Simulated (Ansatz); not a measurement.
```xyz
6

C     0.0000   -0.0273   -1.1485
S     0.0000   -0.0596    0.6634
H     0.0000   -1.0768   -1.4741
H    -0.8999    0.4586   -1.5509
H     0.8999    0.4586   -1.5509
H     0.0000    1.2772    0.8519
```

Basis set: def2-TZVP (spherical functions). Frozen core: 6 orbitals. Charge 0, multiplicity 1.

Computed with Ansatz (development build ahead of 0.2.0); each method stands on the lowest determinant of its kind that the runs found. Restricted open shells among the atoms or ions are ROHF, correlated in semicanonical orbitals with singles.

The atomization energy at this shape (free ground-state atoms in the same class of orbitals less the molecule, no zero-point energy) of singlet CH4S:

```csv
method,atomization energy
RHF,15.43 eV
```

**Question.** What does RHF-MP2 give?

**Answer.** 19.70 eV.
